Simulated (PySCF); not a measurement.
## Pt²⁺: excitation energy

Pt²⁺ [Xe] 4f14 5d8 (3F) → Pt²⁺ [Xe] 4f14 5d7 6s1 (5F), as a difference of total energies. Computed with PySCF 2.14 in def2-TZVPPD with the def2 core potential (60 electrons) (6s5p3d2f1g, 59 functions), with a scalar-relativistic core potential. Correlated levels: valence and next inner shell: nothing frozen outside the core potential. The calculations carry no spin-orbit coupling.

```
                                method  excitation energy (eV)
                                   UHF                   2.564
    MP2 (valence and next inner shell)                   2.767
SCS-MP2 (valence and next inner shell)                   2.999
   CCSD (valence and next inner shell)                   2.821
CCSD(T) (valence and next inner shell)                   2.845
```

Question: How much does correlation contribute at CCSD(T) (valence and next inner shell)?

Answer: 2.845 − (2.564) = 0.281 eV, measured against UHF.
